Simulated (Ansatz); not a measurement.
A run of Ansatz (development build ahead of 0.2.0) on singlet SF₆ at this shape:

```yaml
atoms:
  - { symbol: S, position_ang: [0.0000, 0.0000, 0.0000] }
  - { symbol: F, position_ang: [1.5650, 0.0000, 0.0000] }
  - { symbol: F, position_ang: [-1.5650, 0.0000, 0.0000] }
  - { symbol: F, position_ang: [0.0000, 1.5650, 0.0000] }
  - { symbol: F, position_ang: [0.0000, -1.5650, 0.0000] }
  - { symbol: F, position_ang: [0.0000, 0.0000, 1.5650] }
  - { symbol: F, position_ang: [0.0000, 0.0000, -1.5650] }
```

Its results:

```yaml
Converged: yes
Total_energy: -993.37599 hartree
```

Forces (eV/Å):
```json
{"atom": "S1", "Fx": "0.000", "Fy": "0.000", "Fz": "0.000"}
{"atom": "F2", "Fx": "-0.893", "Fy": "0.000", "Fz": "0.000"}
{"atom": "F3", "Fx": "0.893", "Fy": "0.000", "Fz": "0.000"}
{"atom": "F4", "Fx": "0.000", "Fy": "-0.893", "Fz": "0.000"}
{"atom": "F5", "Fx": "0.000", "Fy": "0.893", "Fz": "0.000"}
{"atom": "F6", "Fx": "0.000", "Fy": "0.000", "Fz": "-0.893"}
{"atom": "F7", "Fx": "0.000", "Fy": "0.000", "Fz": "0.893"}
```

Q: Which input gives this output? Name the method, the orbitals and the basis set, and write the input.

A: RHF in def2-SVP. An unrestricted run that stays on the closed shell gives the same numbers.

```yaml
crystal:
  periodic: [false, false, false]
  atoms:
    - { symbol: S, position_ang: [0.0, 0.0, 0.0] }
    - { symbol: F, position_ang: [1.565, 0.0, 0.0] }
    - { symbol: F, position_ang: [-1.565, 0.0, 0.0] }
    - { symbol: F, position_ang: [0.0, 1.565, 0.0] }
    - { symbol: F, position_ang: [0.0, -1.565, 0.0] }
    - { symbol: F, position_ang: [0.0, 0.0, 1.565] }
    - { symbol: F, position_ang: [0.0, 0.0, -1.565] }
basis:
  gaussian: { orbitals: def2-SVP }
hamiltonian:
  xc: hf
output:
  forces: true
```
